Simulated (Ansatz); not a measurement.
`CN[BH][SnH3]` + `N[SiH3]` → `[SiH3][NH][SnH3]` + `BNC` at 400 K and 1 bar (cleavage of the Sn–B bond).

Program: Ansatz. Geometries: PBE0-D4/def2-TZVP. ΔE: electronic, gas phase. CBS: MP2 limit from def2 TZ/QZ plus the TZ coupled-cluster correction, frozen cores. This one scheme is used for every species. Elements past krypton have def2 core potentials. For Sn outer-core shells are correlated without core-valence functions, which leaves a few kJ/mol of doubt a bond. Each species was taken in one conformer, which may not be the lowest.

```
           species  CCSD(T)/CBS energy (Eh)  H − E (kJ/mol)  S (J/(mol·K))
    `CN[BH][SnH3]`               -336.39466           266.8          391.9
         `N[SiH3]`               -346.80422           153.0          285.3
`[SiH3][NH][SnH3]`               -562.01692           192.0          396.0
             `BNC`               -121.18426           222.8          289.6
```

H − E and S are ideal-gas, rigid-rotor, harmonic terms from PBE0-D4/def2-TZVP, for one conformer and one mirror image of each species. 1 Eh = 2625.50 kJ/mol, R = 8.31446 J/(mol·K).

Q: By hand: ΔE, ΔH, ΔS and ΔG.

A: ΔE = (-562.01692) + (-121.18426) − (-336.39466) − (-346.80422) = -0.00230 Eh = -6.0 kJ/mol. Δ(H − E) = 192.0 + 222.8 − 266.8 − 153.0 = -5.0, so ΔH = -11.0 kJ/mol. ΔS = 396.0 + 289.6 − 391.9 − 285.3 = 8.4 J/(mol·K). ΔG = -11.0 − 400 × (8.4)/1000 = -14.4 kJ/mol.

Q: By hand: the equilibrium constant, and the temperature at which ΔG would vanish if ΔH and ΔS stayed fixed.

A: log₁₀ K = −ΔG/(RT ln 10) = 1.9. ΔH and −TΔS have one sign here, so there is no such temperature.

The number of gas molecules stays the same, so ΔS is small and ΔH decides. A doubt of 5 kJ/mol in ΔE shifts log₁₀ K by 0.7 here. Other conformers and mirror images would add mixing entropy, several J/(mol·K) or more a flexible species. Modes under 60 cm⁻¹, often nearly free rotors, make the harmonic entropy too high. These are equilibria of isolated gas molecules and say nothing of rates. Largest T1 diagnostic: 0.014 (customary marks: 0.02 for closed shells, 0.045 for open ones).

ΔS is within the doubt of such terms, so its sign, and with it that verdict, could turn.
